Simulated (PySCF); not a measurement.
## Correlation energy of Rh⁺ (rhodium, charge +1)

Starting occupation: [Kr] 4d7 5s1, 4d3/2 with m_j = +1/2, +3/2, 4d5/2 with m_j = -3/2, -1/2, +1/2, +3/2, +5/2, 5s1/2 with m_j = +1/2. All numbers are calculated (PySCF 2.14, X2C-1e with screened-nucleus spin-orbit coupling, Gaussian nucleus, in x2c-TZVPall-2c (8s9p7d1f, 77 functions)). Frozen: [Ar] 3d10; 16 electrons correlated; the 6 highest virtual spinors left out.

MP2 pair energies summed by pair of shells (mhartree):

```json
{"pair": "4d-4p", "energy": "-139.52", "share (%)": "35.9"}
{"pair": "4d-4d", "energy": "-120.90", "share (%)": "31.1"}
{"pair": "4p-4p", "energy": "-51.07", "share (%)": "13.1"}
{"pair": "4d-5s", "energy": "-23.21", "share (%)": "6.0"}
{"pair": "4p-4s", "energy": "-21.89", "share (%)": "5.6"}
{"pair": "4d-4s", "energy": "-18.10", "share (%)": "4.7"}
{"pair": "4p-5s", "energy": "-9.76", "share (%)": "2.5"}
{"pair": "4s-4s", "energy": "-3.57", "share (%)": "0.9"}
{"pair": "4s-5s", "energy": "-0.65", "share (%)": "0.2"}
```

Total MP2 correlation energy: -388.68 mhartree.

The GHF reference relaxed away from the jj start to a determinant that is no pure jj level (⟨S²⟩ = 5.96, ⟨J²⟩ = 30.01); the energies belong to that determinant.

This basis was not built for core-valence correlation, so the inner-shell part is incomplete.
